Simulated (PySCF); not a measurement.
# [Ce(H2S)2]3+: from a saddle point downhill

PySCF 2.14.0, RKS PBE0, Ce lcecp-1-SVP with ECP47, S def2-SVP, H def2-SVP; non-relativistic Hamiltonian with scalar-relativistic core potentials where named; density fitting; no spin-orbit coupling. Relaxed within the symmetry of its start, the geometry (C2h) is

```xyz
7

Ce    0.0000    0.0000    0.0000
S     0.0000    0.0240    2.9649
H     1.0318    0.7417    3.5057
H    -1.0318    0.7417    3.5057
S     0.0000   -0.0240   -2.9649
H     1.0318   -0.7417   -3.5057
H    -1.0318   -0.7417   -3.5057
```

and its lowest harmonic modes are -120, -67, -26, 175, 199, 290 cm⁻¹ (negative: unstable). It was moved along the lowest mode and relaxed again, within the group C2 that the move left.

**Question.** Where does it end, and how much lower?

**Answer.** In C2, 0.338 eV lower, after 49 steps:
```xyz
7

Ce    1.3926    0.0000    0.0000
S    -0.4042    0.1354    2.3049
H     0.3377    0.2025    3.4544
H    -0.9540    1.3870    2.3856
S    -0.4042   -0.1354   -2.3049
H     0.3377   -0.2025   -3.4544
H    -0.9540   -1.3870   -2.3856
```

**Question.** How do the contacts change?

**Answer.** 
```json
{"contact": "Ce1–S2 (H2S)", "saddle (Å)": "2.965", "end (Å)": "2.926"}
{"contact": "Ce1–S5 (H2S)", "saddle (Å)": "2.965", "end (Å)": "2.926"}
```


**Question.** Is the end a minimum?

**Answer.** Probably not: 1 of the modes stay unstable (below −25 cm⁻¹), though so soft as to be near the noise; lowest modes -49, 17, 70, 206, 212, 405 cm⁻¹.

An lcecp potential fixes the number of 4f electrons, so in runs with it no electron can move into or out of that shell.

State: singlet in the valence, with the 4f electrons in the core potential.
